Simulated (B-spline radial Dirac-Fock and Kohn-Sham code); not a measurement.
## X-ray scattering factor of Hg¹⁹⁺

System: Hg¹⁹⁺ in the configuration 1s2 2s2 2p6 3s2 3p6 3d10 4s2 4p6 4d10 4f13 5s2 (tabulated as the ground configuration, which this calculation does not bear out).

Model: configuration-average Dirac-Fock orbitals. Program: an atomic code on a B-spline grid. f₀ is the Fourier transform of the spherical electron density, S the Waller-Hartree incoherent function, and s = sin θ/λ.

| s (Å⁻¹) | f₀ | S |
| --- | --- | --- |
| 0 | 61.000 | 0.000 |
| 0.05 | 60.834 | 0.154 |
| 0.1 | 60.342 | 0.606 |
| 0.15 | 59.537 | 1.323 |
| 0.2 | 58.443 | 2.257 |
| 0.25 | 57.090 | 3.353 |
| 0.3 | 55.512 | 4.557 |
| 0.35 | 53.750 | 5.820 |
| 0.4 | 51.843 | 7.105 |
| 0.45 | 49.832 | 8.389 |
| 0.5 | 47.754 | 9.658 |
| 0.6 | 43.539 | 12.131 |
| 0.7 | 39.429 | 14.522 |
| 0.8 | 35.585 | 16.835 |
| 0.9 | 32.103 | 19.052 |
| 1 | 29.026 | 21.153 |
| 1.1 | 26.358 | 23.125 |
| 1.2 | 24.079 | 24.974 |
| 1.4 | 20.545 | 28.366 |
| 1.6 | 18.076 | 31.447 |
| 1.8 | 16.318 | 34.262 |
| 2 | 14.979 | 36.793 |
| 2.5 | 12.332 | 41.802 |
| 3 | 9.991 | 45.280 |
| 3.5 | 8.036 | 47.829 |
| 4 | 6.622 | 49.824 |
| 5 | 5.091 | 52.764 |
| 6 | 4.310 | 54.788 |

f₀ starts at the number of electrons, 61, and has fallen to half at s ≈ 0.95 Å⁻¹. The sum of ⟨r²⟩ over the electrons is 9.019 bohr².
